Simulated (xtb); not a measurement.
xtb input (GFN1-xTB):

```bash
xtb mol.xyz --gfn 1 --sp --chrg -1 --uhf 0
```
mol.xyz:
```
12

Si     0.59894598     0.24295332    -0.60484078
C      1.89983662    -1.12402379    -0.49083706
Cl     1.14141703     1.46577443     1.12012641
N     -0.95529487    -0.19869188    -0.68464862
Si    -2.26105267    -0.95453002    -0.02600993
H      1.04490481     1.15181606    -1.70443976
H      1.82271679    -1.78073401    -1.36225887
H      2.91185163    -0.71288371    -0.44810189
H      1.73318226    -1.72814016     0.40407589
H     -2.93696286    -0.24062283     1.11656100
H     -2.03987411    -2.34324160     0.53102216
H     -3.38236997    -1.16729937    -1.00953466
```

Output:

```
           -------------------------------------------------
          |                Calculation Setup                |
           -------------------------------------------------

           -------------------------------------------------
          |                 G F N 1 - x T B                 |
           -------------------------------------------------

        Reference                      10.1021/acs.jctc.7b00118
      * Hamiltonian:
        H0-scaling (s, p, d)           1.850000    2.250000    2.000000
        zeta-weighting                 0.000000
      * Dispersion:
        s8                             2.400000
        a1                             0.630000
        a2                             5.000000
        s9                             0.000000
      * Repulsion:
        kExp                           1.500000
        rExp                           1.000000
      * Coulomb:
        alpha                          2.000000
        third order                    atomic
        anisotropic                    false
      * Halogen bond correction:
        rad-scale                      1.300000
        damping                        0.440000

          ...................................................
          :                      SETUP                      :
          :.................................................:
          :  # basis functions                  52          :
          :  # atomic orbitals                  49          :
          :  # shells                           27          :
          :  # electrons                        32          :
          :  # halogen bonds                     1          :
          :  max. iterations                   250          :
          :  Hamiltonian                  GFN1-xTB          :
          :  restarted?                      false          :
          :  GBSA solvation                  false          :
          :  PC potential                    false          :
          :  electronic temp.          300.0000000     K    :
          :  accuracy                    1.0000000          :
          :  -> integral cutoff          0.2500000E+02      :
          :  -> integral neglect         0.1000000E-07      :
          :  -> SCF convergence          0.1000000E-05 Eh   :
          :  -> wf. convergence          0.2000000E-04 e    :
          :  Broyden damping             0.4000000          :
          :  net charge                         -1          :
          :  unpaired electrons                  0          :
          ...................................................

 iter      E             dE          RMSdq      gap      omega  full diag
   1    -17.5519467 -0.175519E+02  0.725E+00    5.76       0.0  T
   2    -17.5748609 -0.229142E-01  0.442E+00    6.31       1.0  T
   3    -17.5729626  0.189820E-02  0.754E-01    5.88       1.0  T
   4    -17.5770340 -0.407132E-02  0.150E-01    6.12       1.0  T
   5    -17.5771396 -0.105638E-03  0.215E-02    6.12       1.3  T
   6    -17.5771405 -0.927874E-06  0.769E-03    6.12       3.8  T
   7    -17.5771409 -0.387853E-06  0.253E-03    6.12      11.4  T
   8    -17.5771409 -0.146100E-07  0.105E-03    6.12      27.6  T
   9    -17.5771409 -0.424460E-08  0.130E-04    6.12     222.0  T
  10    -17.5771409 -0.964029E-10  0.175E-05    6.12    1646.7  T

   *** convergence criteria satisfied after 10 iterations ***

         #    Occupation            Energy/Eh            Energy/eV
      -------------------------------------------------------------
         1        2.0000           -0.7257623             -19.7490
       ...           ...                  ...                  ...
        10        2.0000           -0.3135309              -8.5316
        11        2.0000           -0.2939014              -7.9975
        12        2.0000           -0.2918131              -7.9406
        13        2.0000           -0.2796610              -7.6100
        14        2.0000           -0.2754210              -7.4946
        15        2.0000           -0.2304245              -6.2702
        16        2.0000           -0.2262690              -6.1571 (HOMO)
        17                         -0.0012726              -0.0346 (LUMO)
        18                          0.0113557               0.3090
        19                          0.0227130               0.6181
        20                          0.0361236               0.9830
        21                          0.0376504               1.0245
       ...                                ...                  ...
        49                          1.8946022              51.5547
      -------------------------------------------------------------
                  HL-Gap            0.2249964 Eh            6.1225 eV
             Fermi-level           -0.1137708 Eh           -3.0959 eV

 SCC (total)                   0 d,  0 h,  0 min,  0.014 sec
 SCC setup                      ...        0 min,  0.000 sec (  0.713%)
 Dispersion                     ...        0 min,  0.000 sec (  0.294%)
 classical contributions        ...        0 min,  0.000 sec (  0.165%)
 integral evaluation            ...        0 min,  0.003 sec ( 25.536%)
 iterations                     ...        0 min,  0.004 sec ( 26.233%)
 molecular gradient             ...        0 min,  0.006 sec ( 45.999%)
 printout                       ...        0 min,  0.000 sec (  0.957%)

         :::::::::::::::::::::::::::::::::::::::::::::::::::::
         ::                     SUMMARY                     ::
         :::::::::::::::::::::::::::::::::::::::::::::::::::::
         :: total energy             -17.432240829526 Eh    ::
         :: gradient norm              0.077596486410 Eh/a0 ::
         :: HOMO-LUMO gap              6.122463190148 eV    ::
         ::.................................................::
         :: SCC energy               -17.577140944818 Eh    ::
         :: -> electrostatic           0.113105558855 Eh    ::
         :: repulsion energy           0.149906875705 Eh    ::
         :: dispersion energy         -0.005006760412 Eh    ::
         :: halogen bond corr.         0.000000000000 Eh    ::
         :: add. restraining           0.000000000000 Eh    ::
         :: total charge              -1.000000000000 e     ::
         :::::::::::::::::::::::::::::::::::::::::::::::::::::

           -------------------------------------------------
          |                Property Printout                |
           -------------------------------------------------

    * Orbital Energies and Occupations

         #    Occupation            Energy/Eh            Energy/eV
      -------------------------------------------------------------
         1        2.0000           -0.7257623             -19.7490
       ...           ...                  ...                  ...
         4        2.0000           -0.4175961             -11.3634
         5        2.0000           -0.3864324             -10.5154
         6        2.0000           -0.3593528              -9.7785
         7        2.0000           -0.3574712              -9.7273
         8        2.0000           -0.3236891              -8.8080
         9        2.0000           -0.3203108              -8.7161
        10        2.0000           -0.3135309              -8.5316
        11        2.0000           -0.2939014              -7.9975
        12        2.0000           -0.2918131              -7.9406
        13        2.0000           -0.2796610              -7.6100
        14        2.0000           -0.2754210              -7.4946
        15        2.0000           -0.2304245              -6.2702
        16        2.0000           -0.2262690              -6.1571 (HOMO)
Note: The following floating-point exceptions are signalling: IEEE_DENORMAL
normal termination of xtb
        17                         -0.0012726              -0.0346 (LUMO)
        18                          0.0113557               0.3090
        19                          0.0227130               0.6181
        20                          0.0361236               0.9830
        21                          0.0376504               1.0245
        22                          0.0553935               1.5073
        23                          0.0810713               2.2061
        24                          0.0887210               2.4142
        25                          0.1056995               2.8762
        26                          0.1153303               3.1383
        27                          0.1166327               3.1737
       ...                                ...                  ...
        49                          1.8946022              51.5547
      -------------------------------------------------------------
                  HL-Gap            0.2249964 Eh            6.1225 eV
             Fermi-level           -0.1137708 Eh           -3.0959 eV

  Mulliken/CM5 charges         n(s)   n(p)   n(d)
     1Si    0.28517  0.17195   1.088  1.720  0.907
     2C    -0.18296 -0.29036   0.998  3.185  0.000
     3Cl   -0.34611 -0.31540   1.916  5.437 -0.007
     4N    -0.43866 -0.55216   1.446  3.993  0.000
     5Si    0.12798 -0.05081   1.143  1.994  0.735
     6H    -0.10707 -0.02392   1.107  0.000  0.000
     7H     0.01057  0.06541   0.989  0.000  0.000
     8H     0.00607  0.06042   0.994  0.000  0.000
     9H     0.02383  0.07911   0.976  0.000  0.000
    10H    -0.12140 -0.04299   1.121  0.000  0.000
    11H    -0.12693 -0.04954   1.127  0.000  0.000
    12H    -0.13049 -0.05171   1.130  0.000  0.000

Wiberg/Mayer (AO) data.
largest (>0.10) Wiberg bond orders for each atom

 ---------------------------------------------------------------------------
     #   Z sym  total        # sym  WBO       # sym  WBO       # sym  WBO
 ---------------------------------------------------------------------------
     1  14 Si   4.920 --     4 N    1.664     3 Cl   1.021     2 C    0.986
                             6 H    0.931     5 Si   0.204
     2   6 C    3.931 --     1 Si   0.986     8 H    0.961     7 H    0.959
                             9 H    0.954
     3  17 Cl   1.096 --     1 Si   1.021
     4   7 N    3.411 --     1 Si   1.664     5 Si   1.631
     5  14 Si   4.677 --     4 N    1.631    12 H    0.943    10 H    0.941
                            11 H    0.940     1 Si   0.204
     6   1 H    0.990 --     1 Si   0.931
     7   1 H    1.007 --     2 C    0.959
     8   1 H    1.007 --     2 C    0.961
     9   1 H    1.005 --     2 C    0.954
    10   1 H    0.984 --     5 Si   0.941
    11   1 H    0.982 --     5 Si   0.940
    12   1 H    0.983 --     5 Si   0.943
 ---------------------------------------------------------------------------

Topologies differ in total number of bonds
Writing topology from bond orders to xtbtopo.mol

 dipole moment from electron density (au)
     X       Y       Z
   1.4467  -0.3094  -0.0659  total (Debye):    3.764

           -------------------------------------------------
          | TOTAL ENERGY              -17.432240829526 Eh   |
          | GRADIENT NORM               0.077596486410 Eh/α |
          | HOMO-LUMO GAP               6.122463190148 eV   |
           -------------------------------------------------

------------------------------------------------------------------------
------------------------------------------------------------------------
 total:
 SCF:
```

It need not be the lowest isomer of its formula. Whether it binds its extra electron was not tested at this geometry.
